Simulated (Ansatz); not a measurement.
Consider the redistribution: `C[Si@H](O)[Si@H](O)F` + `O[SiH](Cl)Cl` → `C[SiH](O)O` + `O[SiH](F)[SiH](Cl)Cl`.

Isolated molecules relaxed with PBE0-D4/def2-TZVP in Ansatz; ΔE leaves out vibrations. CCSD(T)/CBS adds triple-zeta CCSD(T) − MP2 to the extrapolated MP2 energy (def2 sets, frozen cores). This one scheme is used for every species. One conformer a species, not always the lowest.

`C[Si@H](O)[Si@H](O)F`:

Z-matrix (Å, degrees):
```
C
Si 1 1.859
H 1 1.093 2 110.6
H 1 1.093 2 110.1 3 119.4
H 1 1.092 2 111.0 3 -120.4
O 2 1.654 1 108.6 3 -176.2
Si 2 2.353 1 114.0 3 66.1
H 2 1.494 1 109.4 3 -55.0
H 6 0.960 2 115.6 1 -149.2
O 7 1.647 2 102.0 1 141.9
F 7 1.607 2 111.7 1 24.9
H 7 1.490 2 118.8 1 -96.8
H 10 0.959 7 119.4 2 172.0
```

`O[SiH](Cl)Cl`:

Cartesian coordinates in Å:
```
O 1.055 0.630 0.535
Si -0.069 -0.147 -0.338
Cl -1.780 0.957 -0.488
Cl -0.566 -1.932 0.520
H 0.865 0.867 1.444
H 0.495 -0.376 -1.672
```

`C[SiH](O)O`:

Z-matrix (Å, degrees):
```
C
Si 1 1.852
H 1 1.093 2 111.0
H 1 1.093 2 110.6 3 119.4
H 1 1.092 2 110.8 3 -120.4
O 2 1.647 1 105.2 3 -58.4
O 2 1.646 1 112.8 3 64.2
H 2 1.484 1 113.0 3 -179.4
H 6 0.958 2 117.2 1 -175.7
H 7 0.958 2 117.6 1 -54.3
```

`O[SiH](F)[SiH](Cl)Cl`:

Cartesian coordinates in Å:
```
O -0.126 0.940 -1.760
Si -0.260 1.086 -0.144
F -1.766 1.402 0.292
Si 0.303 -0.972 0.841
Cl 2.343 -1.122 0.971
Cl -0.402 -2.403 -0.466
H -0.413 0.119 -2.167
H 0.577 2.233 0.258
H -0.257 -1.282 2.175
```

```csv
species,CCSD(T)/CBS(def2) energy (Eh)
`C[Si@H](O)[Si@H](O)F`,-870.74291
`O[SiH](Cl)Cl`,-1285.17016
`C[SiH](O)O`,-481.21022
`O[SiH](F)[SiH](Cl)Cl`,-1674.70682
```

Task: Work out ΔE.

Result: ΔE = (-481.21022) + (-1674.70682) − (-870.74291) − (-1285.17016) = -0.00397 Eh = -10.4 kJ/mol.

Largest T1 diagnostic among the species: 0.012.

Leaving LDA and LC-ωPBE aside and taking each functional with its dispersion term where it has one, the values, not all of them listed here, spread over 2.5 kJ/mol, from BLYP-D4 to ωB97X-V. At CCSD(T), def2-SVP lies +4.8 kJ/mol from the extrapolated value and def2-TZVPP +1.1 kJ/mol.
